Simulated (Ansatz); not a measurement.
Basis-set extrapolation for `O[SiH2]N[SiH](F)F` (PBE0-D4/def2-TZVP geometry, frozen core, Ansatz 0.2.0). Multiplicity 1, RHF reference.

```csv
,def2-TZVPP,def2-QZVPP
HF,-909.412976,-909.448591
MP2 correlation,-1.184904,-1.288241
CCSD(T) correlation,-1.253431,not run
```

Energies in hartree. Use E(X) = E(∞) + A·exp(−7.88·√X) for Hartree–Fock and E(X) = E(∞) + B·X^(−2.97) for correlation, with X = 3 and 4, and add CCSD(T) minus MP2 of the smaller set to the MP2 limit.

Task: What is the CCSD(T) energy at the basis-set limit?

Result: HF limit: -909.448591 + (-0.035615) × 0.13774 = -909.45350. MP2 limit: -1.288241 + (-0.103337) × 0.74074 = -1.36479. Higher-order term: -1.253431 − (-1.184904) = -0.06853. Total: -910.88682 hartree, 578.7 kJ/mol below CCSD(T)/def2-TZVPP.
